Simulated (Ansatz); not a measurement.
Reaction (hydrogen abstraction from the Sb–H bond): `[CH3][SbH2]` + H• → `[CH3][SbH]`• + H₂

Computed with Ansatz on PBE0-D4/def2-TZVP structures; ΔE is electronic, products minus reactants. CBS: MP2 limit from def2 TZ/QZ plus the TZ coupled-cluster correction, frozen cores. This one scheme is used for every species, atoms too. Functionals use def2-TZVPP. Open shells (•) are unrestricted, without spin–orbit coupling. def2 core potentials past Kr. For Sb outer-core shells are correlated without core-valence functions, so the limit isn't a true one: a few kJ/mol of doubt a bond, and 10 to 20 or more in all where bonds break to atoms.

Problem. Is it downhill or uphill in electronic energy at CCSD(T)/CBS, and by how much? (Best estimate.)

Solution. Computed: Downhill: ΔE = -159.7 kJ/mol.

Problem. What do these levels give: PBE-QIDH, r2SCANh, CAM-B3LYP, LC-ωPBE, CCSD/def2-TZVPP, HF/def2-QZVPP? (Estimate.)

Solution. Computed: PBE-QIDH -153.2, r2SCANh -164.9, CAM-B3LYP -164.3, LC-ωPBE -155.5, CCSD/def2-TZVPP -163.2, HF/def2-QZVPP -147.2 kJ/mol.

Problem. What do rigid-rotor, harmonic-oscillator terms from PBE0-D4/def2-TZVP frequencies (298.15 K, 1 bar) make of the CCSD(T)/CBS value? (Best estimate.)

Solution. The calculation gave: ΔZPE = +5.2 kJ/mol, ΔH = -152.6 kJ/mol, ΔS = 17 J/(mol·K), ΔG = -157.6 kJ/mol. Open shells count their whole term as degenerate.

Largest T1 diagnostic among the species: 0.013.

Leaving LDA and LC-ωPBE aside and taking each functional with its dispersion term where it has one, the values, not all of them listed here, spread over 18.2 kJ/mol, from B3LYP-D4 to B97M-V. LDA lies +8.9 kJ/mol from PBE without D4. In def2-TZVPP, CCSD(T) changes the Hartree–Fock value by −13.4 kJ/mol (the triples alone add +3.1 kJ/mol) and MP2 by −4.8 kJ/mol. At CCSD(T), def2-SVP lies +3.0 kJ/mol from the extrapolated value and def2-TZVPP −0.5 kJ/mol.

B3LYP here is the variant with VWN-RPA as its local correlation; programs differ in this.
